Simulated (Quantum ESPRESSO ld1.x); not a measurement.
The numbers below are computed, except where a source is named.
Ti X, configuration [Ne] 3s2 3p1 (the NIST ground configuration). Level of theory: scalar-relativistic Kohn-Sham, LDA (Slater exchange, Perdew-Zunger correlation), spin-polarised, spherical densities, point nucleus; open shells are filled with parallel spins first (ld1.x of Quantum ESPRESSO 7.5). Some entries of the table are withheld. Estimate them.

orbital,occ.,eigenvalue (eV),<1/r> (bohr^-1),r(max) (bohr)
1s up,1,-5068.272,21.76,0.04564
1s down,1,-5067.685,21.76,0.04564
2s up,1,-736.638,4.570,0.2684
2s down,1,-736.021,4.572,0.2684
2p up,3,-646.834,4.483,0.2181
2p down,3,-646.091,4.484,0.2182
3s up,1,-229.941,1.623,0.8079
3s down,1,-227.288,1.620,0.8079
3p up,1,-204.385,(1),0.8083
3p down,0,-201.780,(2),0.8085
3d up,0,-166.655,1.386,0.7224
3d down,0,-164.270,1.386,0.7201
4s up,0,-107.098,0.8110,1.737
4s down,0,-106.267,0.8053,1.747
4p up,0,-97.673,0.7765,1.802
4p down,0,-96.908,0.7711,1.813

Answer. 
(1) 3p up <1/r> (bohr^-1): 1.548
(2) 3p down <1/r> (bohr^-1): 1.545
